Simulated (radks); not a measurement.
Values are calculated unless marked as measured or tabulated.
Initial-state core-level shifts of the iron ion Fe3+ when its valence configuration changes from [Ar] 3d5. Code: a radial shooting solver on a logarithmic mesh with Libxc functionals. Model: scalar-relativistic Kohn-Sham, LDA (Slater exchange, Perdew-Wang correlation), spin-polarised, spherical densities, finite nucleus; open shells are filled with parallel spins first; Fermi nuclear charge, rms radius 3.7377 fm. Shifts are changes of the shell-averaged eigenvalues in eV (positive: less bound); the change of the density at the nucleus, which sets a Mossbauer isomer shift, is in e/bohr^3, on a base of 1.512e+04.

\begin{tabular}{lrrrrr}
valence & 2s & 2p & 3s & 3p & density at nucleus \\ \hline
3d4 4p1 & -11.802 & -11.684 & -9.675 & -9.400 & +3.353 \\
3d3 4p2 & -24.579 & -24.334 & -19.670 & -19.118 & +7.386 \\
3d4 4s1 & -10.675 & -10.568 & -8.524 & -8.260 & +17.278 \\
3d3 4s2 & -22.568 & -22.355 & -17.698 & -17.178 & +36.928 \\
3d2 4s2 4p1 & -36.555 & -36.217 & -28.186 & -27.394 & +45.060 \\
3d3.5 4s0.5 4p1 & -17.518 & -17.343 & -14.079 & -13.671 & +12.598 \\
3d3.5 4s1.5 & -16.491 & -16.332 & -13.067 & -12.677 & +26.583 \\
3d3.5 4s1 4p0.5 & -16.965 & -16.797 & -13.520 & -13.118 & +19.864 \\
3d3.5 4p1.5 & -18.066 & -17.885 & -14.634 & -14.220 & +5.284 \\
\end{tabular}
